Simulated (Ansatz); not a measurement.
Frontier orbitals of `[SH][Hf]([SH])([SH])[Cl]`.

Total charge 0; spin multiplicity 1. Correlated methods include outer-core shells of Hf, which these sets cover unevenly. Hf takes the def2 core potential. Geometry: relaxed with PBE0-D4/def2-TZVP. It is one conformer, not always the lowest. Basis def2-TZVPP, Ansatz 0.2.0.

Orbital energies of one run (eV). Highest occupied ones, from the top: -7.15, -7.36, -7.45, -8.05, -8.10, -8.57, -9.01, -9.03, -9.97, -10.86, -10.91, -11.01, -19.07, -19.07. Empty: -2.64, -2.58, -1.98, -1.84, -1.72, -1.10.

Task: Which functional gave them?
A. PBE0
B. r2SCANh
C. B97M-V
D. LC-ωPBE

Result: C. HOMO energies: B97M-V -7.15, PBE0 -7.99, LC-ωPBE -10.69, r2SCANh -7.54 eV.

LC-ωPBE has ω = 0.4 bohr⁻¹.
